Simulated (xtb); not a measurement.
Cd(Br)(Et) (C2H5BrCd), SMILES C[CH2][Cd][Br]. All values are semi-empirical tight-binding results from xtb (GFN2-xTB unless named), good for trends rather than for accurate numbers. The structure is a stationary point at GFN2-xTB. The structure was generated by enumeration; whether it is a known compound was not checked. The values are those of a single conformer.

Optimised geometry:

```xyz
9

Cd     0.1342    -0.6982     0.5514
Br     0.4103     1.7300    -0.0530
C     -1.0085    -2.0168    -0.7646
C     -1.3476    -1.1494    -1.9710
H     -1.9212    -2.3584    -0.2724
H     -0.4272    -2.8874    -1.0709
H     -0.4410    -0.8166    -2.4882
H     -1.9268    -0.2672    -1.6761
H     -1.9486    -1.7105    -2.6898
```
Charge 0, spin multiplicity 1.

For metal compounds this method's bond lengths and energies can be far off.

Computed properties:
The orbital gap is 3.33 eV, the zero-point energy is 39.5 kcal/mol and the G − E(el) at 298.15 K (modified RRHO) is 18.3 kcal/mol.

Computed atomic charges and the Wiberg bond orders between heavy atoms:
charges (e) Cd1 0.30, Br2 -0.34, C3 -0.14, C4 -0.10, H5 0.05, H6 0.05, H7 0.06, H8 0.06, H9 0.05. Bond orders Cd1–Br2 0.83, Cd1–C3 0.79, C3–C4 1.03.
